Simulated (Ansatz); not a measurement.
Computed with Ansatz on PBE0-D4/def2-TZVP structures; ΔE is electronic, products minus reactants. CCSD(T)/CBS is the MP2 limit (def2-TZVPP, def2-QZVPP) plus CCSD(T) − MP2 in def2-TZVPP, frozen cores. This one scheme is used for every species. DFT in def2-TZVPP. B3LYP here is the variant with VWN-RPA as its local correlation; programs differ in this. HSE06 is defined as in plane-wave codes. Each species was taken in one conformer, which may not be the lowest.

Reaction (ligand exchange at the Al–C bond): `O[CH2][AlH][Cl]` + `[SiH3]N[SiH3]` → `[SiH3][N]([SiH3])[AlH][Cl]` + CH₃OH

`O[CH2][AlH][Cl]`:

Cartesian coordinates in Å:
```
O -1.648 0.161 0.345
C -0.428 0.756 -0.071
Al 1.093 -0.470 -0.244
Cl 0.683 -2.396 0.510
H -1.470 -0.706 0.718
H -0.153 1.577 0.613
H -0.600 1.248 -1.039
H 2.524 -0.169 -0.832
```

`[SiH3]N[SiH3]`:

Cartesian coordinates in Å:
```
Si 0.053 -1.128 -1.078
N -0.630 0.053 -0.022
Si 0.167 1.105 1.090
H 1.480 -1.283 -0.704
H -0.032 -0.732 -2.511
H -0.650 -2.433 -0.941
H -1.629 0.186 -0.106
H 1.580 0.663 1.183
H -0.472 1.041 2.433
H 0.133 2.529 0.655
```

`[SiH3][N]([SiH3])[AlH][Cl]`:

```xyz
12

Si    0.140   -1.612   -0.247
N     0.032    0.121   -0.085
Si   -0.592    0.746    1.412
Al    0.538    1.216   -1.394
Cl    1.265    0.288   -3.126
H    -0.359   -2.212    1.021
H    -0.697   -2.105   -1.371
H     1.542   -2.050   -0.466
H    -1.981    0.274    1.657
H    -0.594    2.231    1.328
H     0.248    0.326    2.565
H     0.459    2.778   -1.293
```

CH₃OH:

Z-matrix (Å, degrees):
```
C
O 1 1.409
H 1 1.097 2 112.4
H 1 1.090 2 107.0 3 -118.5
H 1 1.097 2 112.4 3 123.0
H 2 0.959 1 108.5 3 -61.6
```

| level | ΔE (kJ/mol) | difference from CCSD(T)/CBS |
| --- | --- | --- |
| LDA (SPW92) | -113.7 | 17.3 |
| BLYP-D4 | -121.9 | 9.1 |
| r2SCAN-D4 | -127.4 | 3.6 |
| B97M-V | -125.6 | 5.4 |
| PBE0-D4 | -122.9 | 8.1 |
| B3LYP-D4 | -126.2 | 4.8 |
| r2SCANh-D4 | -128.4 | 2.6 |
| r2SCAN0-D4 | -129.8 | 1.2 |
| HSE06-D4 | -122.8 | 8.2 |
| BHLYP-D4 | -134.6 | -3.6 |
| CAM-B3LYP-D4 | -125.3 | 5.7 |
| ωB97X-V | -125.1 | 5.9 |
| ωB97M-V | -124.8 | 6.2 |
| B2PLYP | -125.5 | 5.5 |
| PBE-QIDH | -129.5 | 1.5 |
| PBE | -110.9 | 20.1 |
| revPBE | -108.6 | 22.4 |
| BLYP | -110.3 | 20.7 |
| r2SCAN | -125.8 | 5.2 |
| PBE0 | -117.4 | 13.6 |
| B3LYP | -116.2 | 14.8 |
| r2SCANh | -126.6 | 4.4 |
| r2SCAN0 | -127.7 | 3.3 |
| HSE06 | -117.3 | 13.7 |
| BHLYP | -123.9 | 7.1 |
| CAM-B3LYP | -119.1 | 11.9 |
| LC-ωPBE | -120.0 | 11.0 |
| RPA@PBE/def2-TZVPP | -132.5 | -1.5 |
| HF/def2-SVP | -136.6 | -5.6 |
| MP2/def2-SVP | -144.4 | -13.4 |
| CCSD/def2-SVP | -140.6 | -9.6 |
| CCSD(T)/def2-SVP | -141.6 | -10.6 |
| MP2/def2-TZVPP | -137.4 | -6.4 |
| SCS-MP2/def2-TZVPP | -136.3 | -5.3 |
| CCSD/def2-TZVPP | -132.4 | -1.4 |
| CCSD(T)/def2-TZVPP | -133.3 | -2.3 |
| SCS-MP2/def2-QZVPP | -135.1 | -4.1 |
| HF/CBS(def2) | -132.2 | -1.2 |
| MP2/CBS(def2) | -135.1 | -4.1 |
| CCSD/CBS(def2) | -130.2 | 0.8 |
| CCSD(T)/CBS | -131.0 | 0 |

Largest T1 diagnostic among the species: 0.011.

From BLYP to BHLYP (50 % exact exchange), in def2-TZVPP and without D4, ΔE moves by −13.6 kJ/mol. Leaving LDA and LC-ωPBE aside and taking each functional with its dispersion term where it has one, the values, not all of them listed here, spread over 17.6 kJ/mol, from BHLYP-D4 to PBE-D4. At CCSD(T), def2-SVP lies −10.6 kJ/mol from the extrapolated value and def2-TZVPP −2.3 kJ/mol.
